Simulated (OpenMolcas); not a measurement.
Ag2+ (d9) in a complex was computed by CASSCF with the d shell active (OpenMolcas, ANO-RCC-VDZP on the metal). Its lowest spin-free states, and all those of the highest spin:

```
2S+1  Degeneracy  E (cm-1)
   2           3       0.0
   2           2      4256
```

Is the site octahedral, tetrahedral or cube-like, axial, or of lower symmetry?

The states with 2S+1 = 2 have orbital degeneracies 3, 2. Threefold states need a cubic site. For d9 at this spin an octahedron puts the twofold E below the threefold T2 and a tetrahedron or cube puts the threefold T2 below the twofold E, so the site is a tetrahedron or a cube, which this pattern cannot tell apart. The first gap at this spin, 4260 cm-1, is |10Dq| in ligand-field theory. The run had Ag2+ with 4 ligands (chloride) in tetrahedral coordination (Td) at 2.55 Å. A charge of +0.5 e stands 3.2 Å behind each ligand. Ligand basis ANO-RCC-VDZP.

An orbital triplet at a regular site is open to Jahn-Teller coupling, which can distort the site and quench the lowest spin-orbit gaps and is left out. With metal d orbitals alone the field can be off either way by tens of per cent. Ligand-to-metal charge-transfer states are missing. No measured value stands beside these numbers; the geometry is a model, was not optimised and need not be the one that this ion takes.
